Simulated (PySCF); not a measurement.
Si(Cl)2 cation (Cl2Si), SMILES Cl[Si]Cl (connectivity only; charge and spin as stated), charge +1, multiplicity 2.

The structure is a stationary point at r2SCAN-D4/def2-TZVP. The spin state was assumed, not searched. The isomer is the one that the SMILES or the coordinates give; other isomers of the formula were not compared.

Two levels are set side by side: PBE/def2-TZVPD (PySCF) and B3LYP/def2-TZVPD (PySCF). Same geometry, gas phase. Differences are taken from unrounded values.

| quantity | B3LYP | PBE | PBE minus B3LYP |
|---|---|---|---|
| α-spin orbital gap (eV) | 4.82 | 3.16 | -1.66 |
| β-spin orbital gap (eV) | 4.46 | 2.90 | -1.56 |
| mean polarisability (bohr³) | 46.6 | 47.5 | 0.9 |

Rough cost on one machine, each run with all the roots and properties that it gave: B3LYP against PBE within a factor of 2.
